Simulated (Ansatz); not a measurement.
CH4OSn, SMILES `[CH2]1[O][SnH2]1`. Charge 0, multiplicity 1. Sn: def2 effective core potential. The geometry is a stationary point of PBE0-D4/def2-TZVP.

```xyz
7

C    -1.035   -0.299    0.327
O    -0.669   -0.432   -0.913
Sn    1.061    0.415    0.174
H    -1.693    0.531    0.616
H    -1.085   -1.179    0.980
H     2.167   -0.800   -0.319
H     1.254    1.765   -0.866
```

Task: What is the dipole moment at ωB97M-V/def2-TZVPP? (An estimate is asked.)

Result: Ansatz gave: 2.26 D, with components (0.07, 0.49, 2.20) D in this frame, pointing from negative to positive charge.

Task: And with PBE, r2SCAN, B3LYP? (Estimate.)

Result: Computed: PBE 2.07 D, r2SCAN 2.10 D, B3LYP 2.28 D.

Task: Give the Mulliken charges with ωB97M-V, PBE, B3LYP in def2-TZVPP. (An estimate is asked.)

Result: Ansatz gave: 
```csv
atom,ωB97M-V,PBE,B3LYP
C1,-0.13,-0.14,-0.12
O2,-0.39,-0.34,-0.40
Sn3,0.40,0.47,0.51
H4,0.14,0.11,0.12
H5,0.14,0.11,0.12
H6,-0.08,-0.10,-0.12
H7,-0.08,-0.10,-0.12
```

B3LYP here is the variant with VWN-RPA as its local correlation; programs differ in this.
